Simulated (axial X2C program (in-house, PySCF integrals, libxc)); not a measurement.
**Curves of YSH from open-shell CI on d1 s1 p(π)0**

Calculated with an axial X2C code built on PySCF integrals: two-component X2C with atomic mean-field Coulomb and Gaunt terms, basis Y dyall-v3z, S dyall-av3z, H dyall-v3z (cores contracted in-house). Orbitals come from Hartree–Fock averaged over the configuration Y d1 s1 p(π)0; CI then distributes these electrons over the d, s, p(π) shells of Y.

Scan along the Y–S bond with SH moving as one mass, its bond held at 1.340 Å; masses Y 88.906 u, S 31.972 u, H 1.008 u. Energies in cm⁻¹ from the lowest point; levels are followed by energy order within each Ω. Lowest level at 2.547 Å: 77% s2 + 15% d1 s1.

```json
{"R (Å)": "2.369", "(1)Ω=0": "397", "(1)Ω=1": "5759", "(1)Ω=2": "5905", "(1)Ω=3": "6077", "(2)Ω=0": "6436", "(2)Ω=1": "6484", "(3)Ω=0": "7440"}
{"R (Å)": "2.458", "(1)Ω=0": "0", "(1)Ω=1": "4674", "(1)Ω=2": "4824", "(1)Ω=3": "5002", "(2)Ω=0": "5775", "(2)Ω=1": "5842", "(3)Ω=0": "6492"}
{"R (Å)": "2.547", "(1)Ω=0": "334", "(1)Ω=1": "4392", "(1)Ω=2": "4546", "(1)Ω=3": "4728", "(2)Ω=0": "5777", "(2)Ω=1": "5871", "(3)Ω=0": "6282"}
{"R (Å)": "2.649", "(1)Ω=0": "1342", "(1)Ω=1": "4771", "(1)Ω=2": "4928", "(1)Ω=3": "5115", "(2)Ω=0": "6340", "(2)Ω=1": "6469", "(3)Ω=0": "6687"}
{"R (Å)": "2.751", "(1)Ω=0": "2785", "(1)Ω=1": "5658", "(1)Ω=2": "5819", "(1)Ω=3": "6011", "(2)Ω=0": "7305", "(2)Ω=1": "7459", "(3)Ω=0": "7557"}
{"R (Å)": "2.865", "(1)Ω=0": "4698", "(1)Ω=1": "7031", "(1)Ω=2": "7194", "(1)Ω=3": "7391", "(2)Ω=0": "8682", "(2)Ω=1": "8848", "(3)Ω=0": "8876"}
{"R (Å)": "3.005", "(1)Ω=0": "7248", "(1)Ω=1": "9017", "(1)Ω=2": "9183", "(1)Ω=3": "9384", "(2)Ω=0": "10611", "(2)Ω=1": "10779", "(3)Ω=0": "10769"}
```

**Question.** Fit the curves (1)Ω=0, (1)Ω=1, (1)Ω=2, (1)Ω=3, (2)Ω=0, (2)Ω=1, (3)Ω=0 near their minima.

**Answer.** From the open-shell CI curves, Te from the lowest:

```csv
level,Te (cm⁻¹),Re (Å),ωe (cm⁻¹)
(1)Ω=0,0,2.457,359.4
(1)Ω=1,4391,2.541,322.6
(1)Ω=2,4544,2.540,322.8
(1)Ω=3,4726,2.540,323.1
(2)Ω=0,5707,2.501,312.7
(2)Ω=1,5786,2.497,317.5
(3)Ω=0,6276,2.533,314.0
```

Without dynamic correlation distances can be off by several hundredths of an Å (long for ionic bonds, short for multiple bonds) and the wavenumbers are rough.

The 7 lowest curves are shown; the next is (4)Ω=0, from 6471 cm⁻¹.

There is no dynamic correlation: spin–orbit spacings and, for f shells, spacings inside one term are the most reliable numbers, splittings between terms come out too wide, and energies between configurations are not reliable, so the lowest level need not be the ground state of the molecule. The lowest levels belong to s2, not to the averaged configuration, so orbitals and distance suit them less well. For d shells the ligand-field splittings (σ, π, δ) and their order can be off by a thousand cm⁻¹ or more. At most 6 roots were kept for each Ω > 0 (twice that for Ω = 0) within 3.2 eV of the lowest, so higher up levels can be missing between those listed; levels with Ω > 0 are doubly degenerate and listed once, Ω = 0 levels singly. Some active spinors are only partly of the character that their shell is named for, so the shell names and counts are nominal. States that fill the shells left empty in the average are placed too high. The molecule was held linear; bending was not examined. Hydrosulfides and their kin are strongly bent in nature, so this linear model does not describe the real molecule.
